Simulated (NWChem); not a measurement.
A calculation on H$_{3}$AlClN

```xyz
6

Al     0.6585     0.3888     0.0000
H      1.3861     1.7964     0.0000
Cl    -1.4587     0.2529     0.0000
N      1.5816    -1.1283     0.0000
H      1.1777    -2.0678     0.0000
H      2.6029    -1.1833     0.0000
```
Charge 0, spin multiplicity 1.

Everything below was run with NWChem. Structure: optimised with PBE/def2-SVP, a minimum by its harmonic frequencies. It is one conformer; others weren't searched.

Symmetry labels belong to the abelian group Cs used in the runs, with the axes of the coordinates shown; states degenerate in a higher group split over its labels.

The structure started from a generated list of species.

Problem. List the lowest 4 singlet excitations that CIS/def2-SVP gives, with oscillator strengths.

Solution. 
| state | symmetry | energy (eV) | wavelength (nm) | f |
|---|---|---|---|---|
| 1 | a" | 7.61 | 163 | 0.054 |
| 2 | a' | 8.17 | 152 | 0.139 |
| 3 | a" | 8.49 | 146 | 0.047 |
| 4 | a" | 9.18 | 135 | 0.025 |
